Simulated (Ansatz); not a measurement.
Mulliken charges of C$_{2}$H$_{5}$FSeSi, SMILES `C=C(F)[SiH2][SeH]` from B3LYP/def2-TZVPP in Ansatz (PBE0-D4/def2-TZVP geometry).

| atom | x (Å) | y (Å) | z (Å) | charge (e) |
| --- | --- | --- | --- | --- |
| C1 | -1.562 | 0.791 | 0.357 | -0.223 |
| C2 | -0.357 | 0.791 | -0.193 | 0.135 |
| F3 | 0.255 | 1.966 | -0.450 | -0.209 |
| Si4 | 0.618 | -0.741 | -0.656 | 0.290 |
| Se5 | 2.591 | -0.877 | 0.465 | -0.161 |
| H6 | -2.076 | 1.713 | 0.605 | 0.117 |
| H7 | -2.054 | -0.150 | 0.564 | 0.110 |
| H8 | -0.269 | -1.896 | -0.377 | -0.060 |
| H9 | 1.012 | -0.695 | -2.084 | -0.052 |
| H10 | 1.925 | -0.954 | 1.773 | 0.052 |

By hand: the dipole of these point charges (1 e Å = 4.8032 D).

Σ q r = (-0.396, -0.270, 0.079) e Å, of length 0.486 e Å = 2.33 D.

How does the dipole of the full density compare? (Estimate.)

Computed: (-0.315, -0.187, 0.114) e Å, 1.84 D; the point charges give 1.27 times that, at 9° from its direction.

Point charges leave out the atoms' own dipoles, such as those of lone pairs, and Mulliken's split depends on the basis, so the two needn't agree.

B3LYP here is the variant with VWN-RPA as its local correlation; programs differ in this.
